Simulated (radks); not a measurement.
Spin polarisation of the 3p5 shell in the calcium ion Ca3+. Start: [Ne] 3s2 3p(up 2.5, down 2.5); electrons of 3p are moved from spin down to spin up, other shells keep equal spins. Method: scalar-relativistic Kohn-Sham, PBE, spin-polarised, spherical densities, point nucleus; computed with a radial shooting solver on a logarithmic mesh with Libxc functionals.

[
 {"moment (Bohr magnetons)": "0", "E - E(0) (eV)": "0.000", "e(3p up) (eV)": "-59.667", "e(3p down) (eV)": "-59.667", "3s down minus up (eV)": "0.000", "2p down minus up (eV)": "0.000", "2s down minus up (eV)": "0.000"},
 {"moment (Bohr magnetons)": "0.25", "E - E(0) (eV)": "-0.021", "e(3p up) (eV)": "-59.836", "e(3p down) (eV)": "-59.493", "3s down minus up (eV)": "0.362", "2p down minus up (eV)": "0.094", "2s down minus up (eV)": "0.063"},
 {"moment (Bohr magnetons)": "0.5", "E - E(0) (eV)": "-0.086", "e(3p up) (eV)": "-60.000", "e(3p down) (eV)": "-59.312", "3s down minus up (eV)": "0.724", "2p down minus up (eV)": "0.187", "2s down minus up (eV)": "0.127"},
 {"moment (Bohr magnetons)": "0.75", "E - E(0) (eV)": "-0.194", "e(3p up) (eV)": "-60.159", "e(3p down) (eV)": "-59.125", "3s down minus up (eV)": "1.086", "2p down minus up (eV)": "0.281", "2s down minus up (eV)": "0.191"},
 {"moment (Bohr magnetons)": "1", "E - E(0) (eV)": "-0.344", "e(3p up) (eV)": "-60.313", "e(3p down) (eV)": "-58.933", "3s down minus up (eV)": "1.451", "2p down minus up (eV)": "0.374", "2s down minus up (eV)": "0.254"}
]

At moment 1 the spin-polarisation energy is -0.344 eV and the 3p exchange splitting 1.380 eV, that is 1.380 eV per Bohr magneton; E = -I m^2/4 would give I = 1.377 eV.
